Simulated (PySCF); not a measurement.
Ti(F)(SH)3 (FH3S3Ti), SMILES [F][Ti]([SH])([SH])[SH], multiplicity 1. Geometry: PBE-D3(BJ)/def2-SVP. The multiplicity is an assumed one; no other spin state was optimised. The structure was generated by enumeration; whether it is a known compound was not checked. One conformer was computed; it need not be the lowest.

Level of theory: PBE-D3(BJ)/def2-SVP (PySCF).

Harmonic wavenumbers (cm⁻¹): 89, 102, 122, 147, 153, 198, 215, 277, 361, 382, 438, 480, 511, 523, 777, 2570, 2572, 2593. Rotational constants (GHz): 1.519, 1.451, 1.138; symmetry number 1.

Task: Work out the zero-point energy and the ideal-gas rigid-rotor harmonic-oscillator thermochemistry at 298.15 K and 1 atm.

Result: ZPE = ½ Σ hcν = ½ × 12510 cm⁻¹ = 74.83 kJ/mol. H − E(el) = 102.38 kJ/mol. Entropy in J/(mol K): translation 172.51, rotation 122.34, vibration 110.33, total 405.18. G − E(el) = -18.42 kJ/mol. Cp = 133.17 J/(mol K). Modes under 150 cm⁻¹ make the vibrational entropy uncertain.
